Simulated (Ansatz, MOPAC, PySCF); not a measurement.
Lewis adduct: BH3 (SMILES B) (first 4 atoms) with C3H9N (SMILES CN(C)C); geometry from B3LYP-D3(BJ)/def2-TZVP, rigid monomers moved along the line of their centres of mass till B1···N6 is 2.97 Å.
(charge 0, multiplicity 1):
```tsv
atom	x (Å)	y (Å)	z (Å)
B	-0.3868	0.0268	1.2712
H	0.4875	0.6458	0.7092
H	-0.4146	-1.1425	0.9625
H	-1.4690	0.5628	1.2011
C	1.6579	-0.5688	4.3378
N	0.3349	0.0703	4.1489
C	0.3935	1.4721	4.6241
C	-0.6849	-0.6705	4.9270
H	1.9379	-0.5613	5.3938
H	2.3944	-0.0242	3.7532
H	1.6058	-1.5913	3.9734
H	0.6591	1.5050	5.6833
H	-0.5782	1.9332	4.4691
H	1.1347	2.0080	4.0373
H	-0.4334	-0.6628	5.9901
H	-1.6521	-0.2007	4.7695
H	-0.7268	-1.6931	4.5615
```

Counterpoise-corrected where a basis set is named; no monomer relaxation. Rows marked so take none.

Rows in STO-3G carry no dispersion term and start afresh at each structure. The state that PM6 reach isn't checked.

Programs: Ansatz (a program for electronic structure); MOPAC for PM6 (differences of heats of formation); PySCF for STO-3G rows, the dispersion terms. Values without a source in brackets are computed.

Q: Give the interaction energy at the level PM6.

A: -4.9 kcal/mol

Q: Predict the interaction energy from HF/STO-3G (no counterpoise).

A: -7.4 kcal/mol

Q: Give the interaction energy at the level B3LYP-D3(BJ)/def2-TZVPPD.

A: -11.4 kcal/mol
